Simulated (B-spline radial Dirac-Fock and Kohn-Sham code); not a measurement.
**Photoemission from Hg⁺ at 1640 eV, detector at θ = 60°, φ = 180°**

System: mercury as Hg⁺, configuration [Xe] 4f14 5d10 6s1. Level of theory: Dirac-Hartree-Slater photoionisation with a Latter tail; cross sections with all multipoles, angular parameters from the dipole term and its interference with E2; a radial finite-basis atomic code. Thresholds are orbital energies of the model. For linearly polarised light dσ/dΩ = σ/(4π) [1 + β P₂(cos θ) + (δ + γ cos²θ) sin θ cos φ], with θ from the polarisation vector and φ the angle between the beam and the projection of the electron momentum on the plane normal to the polarisation. The dipole factor is 1 + βP₂ and the non-dipole term is the rest of the bracket. Open shells are filled statistically over j.

```
subshell  threshold (eV)  σ (kb)     β      γ       δ  dipole factor  non-dipole term  dσ/dΩ (kb/sr)
      4s           797.0    23.3  1.84   0.66   0.000          0.770           -0.143           1.16
   4p1/2           682.7    26.4  1.45   0.47   0.017          0.819           -0.117           1.47
   4p3/2           576.3    71.4  1.43   0.28   0.009          0.822           -0.069           4.28
   4d3/2           387.4    96.3  1.15  -0.03   0.006          0.856           +0.002           6.57
   4d5/2           367.4     140  1.25  -0.05   0.007          0.844           +0.004           9.42
   4f5/2           122.4    83.9  1.05   0.24   0.087          0.869           -0.128           4.94
   4f7/2           118.0     106  1.05   0.26   0.087          0.869           -0.131           6.25
      5s           135.0    5.84  1.87   0.44  -0.001          0.766           -0.095          0.312
   5p1/2           96.62    5.78  1.63   0.28  -0.003          0.796           -0.058          0.339
   5p3/2           77.49    13.6  1.58   0.15  -0.002          0.802           -0.031          0.838
   5d3/2           25.06    10.1  1.30  -0.04   0.007          0.838           +0.002          0.675
   5d5/2           22.98    14.0  1.36  -0.04   0.008          0.830           +0.002          0.927
      6s           17.80   0.327  1.87   0.41  -0.001          0.766           -0.089         0.0176
```

Values without a named source are computed, but for edge energies of neutral atoms, which are taken from tables.
